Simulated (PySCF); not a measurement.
Computed with B3LYP-D3(BJ)/def2-TZVP (PySCF). Gas-phase values, no solvent. One relaxed conformer stands for a flexible species; it need not be the lowest. B3LYP has the VWN-RPA correlation part, as in Gaussian. Excitations are Tamm–Dancoff values on a coarser integration grid. The basis has no diffuse functions, so Rydberg states are missing or too high.

Reference species (SMILES): `S[Si](Br)(Br)Br` (H–S–Si–Br torsion 60°) (neutral, multiplicity 1).

The HOMO is -7.80 eV and the S1–T1 gap (TDA) comes out as 0.31 eV.

Changed species: `S[Si](Br)(Br)S` (H–S–Si–Br torsion 41°, Br–Si–S–H torsion 62°) (2 of 4 Br replaced by SH; the reference has 1 of 4 Br replaced by SH).

### Question
What does the change do to the HOMO and S1–T1 gap (TDA)?

### Answer
the HOMO rises by 0.11 eV, to -7.69 eV; the S1–T1 gap (TDA) stays essentially unchanged.
